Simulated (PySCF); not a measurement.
Vibration and rotation of MgHg

HSE06 constants of MgHg, ¹Σ⁺ (singlet), closed shell (Mg def2-SVPD, Hg def2-SVPD with ECP60; scalar-relativistic core potentials (PySCF 2.14); masses 23.9850 and 201.9706 u):

```
ωe              : 59.1 cm⁻¹
ωexe            : 1.44 cm⁻¹
Be              : 0.064518 cm⁻¹
αe              : 0.00157 cm⁻¹
D (centrifugal) : 3.08e-07 cm⁻¹
De to Mg + Hg   : 0.074 eV
```

Q: Give the band origin of the fundamental and the first lines of its P and R branches.

A: ν0 = ωe − 2ωexe = 56.2 cm⁻¹, B0 = 0.063733, B1 = 0.062163 cm⁻¹.

```csv
J″,P(J″) − ν0,R(J″) − ν0
0,,0.124
1,-0.127,0.246
2,-0.258,0.364
3,-0.392,0.478
4,-0.529,0.590
5,-0.669,0.699
6,-0.812,0.804
```

Q: Near which J would the R branch turn back, without centrifugal distortion?

A: At J ≈ (B0 + B1)/(2(B0 − B1)) − 1 ≈ 39.

Closed-shell solutions of metal pairs were not tested for spin polarisation, which can lower them a little. The bond is weak. Basis-set superposition, not corrected here, can be much of De in a small basis, most of all at correlated wavefunction levels. Functionals without a dispersion term scatter widely for such bonds, and LDA overbinds them. Spin–orbit coupling is left out.
